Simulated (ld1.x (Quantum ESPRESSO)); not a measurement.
## Reading a pseudo-wave (aluminium)

Columns: radius, all-electron u(r) and pseudo u(r) of the 3p shell (level -2.69 eV) of aluminium in the configuration [Ne] 3s2 3p1; PBEsol, scalar-relativistic, ultrasoft scheme, ld1.x (Quantum ESPRESSO) 7.5.

| r (bohr) | all-electron | pseudo |
| --- | --- | --- |
| 0.115 | 0.0886 | -0.0037 |
| 0.230 | 0.1821 | -0.0146 |
| 0.345 | 0.2146 | -0.0322 |
| 0.460 | 0.1965 | -0.0560 |
| 0.575 | 0.1469 | -0.0851 |
| 0.690 | 0.0810 | -0.1184 |
| 0.805 | 0.0084 | -0.1549 |
| 0.920 | -0.0650 | -0.1934 |
| 1.035 | -0.1354 | -0.2330 |
| 1.150 | -0.2011 | -0.2726 |
| 1.265 | -0.2610 | -0.3115 |
| 1.380 | -0.3149 | -0.3489 |
| 1.495 | -0.3627 | -0.3842 |
| 1.610 | -0.4048 | -0.4171 |
| 1.725 | -0.4411 | -0.4472 |
| 1.840 | -0.4718 | -0.4741 |
| 1.955 | -0.4971 | -0.4977 |
| 2.070 | -0.5175 | -0.5175 |
| 2.185 | -0.5333 | -0.5333 |
| 2.300 | -0.5449 | -0.5449 |
| 2.415 | -0.5528 | -0.5528 |
| 2.530 | -0.5573 | -0.5573 |
| 2.645 | -0.5588 | -0.5588 |
| 2.760 | -0.5576 | -0.5576 |
| 2.875 | -0.5541 | -0.5541 |
| 2.990 | -0.5486 | -0.5486 |

(1) How many radial nodes do the two functions have?

(2) At about which radius was the pseudo-wave matched?

(3) Where does each function peak?

(4) Is the pseudo-wave norm-conserving?

## Answers

(1) The all-electron 3p function has n − l − 1 = 1; the pseudo-wave has 0, since the states of the same l below it are removed with the core.

(2) 2.15 bohr, where the columns begin to agree (steps of 0.12 bohr).

(3) Outermost all-electron maximum near 2.65 bohr, pseudo maximum near 2.65 bohr (to the table’s step).

(4) No, it belongs to an ultrasoft set: the norm inside the radius is not constrained, and the difference is carried by the augmentation charge.
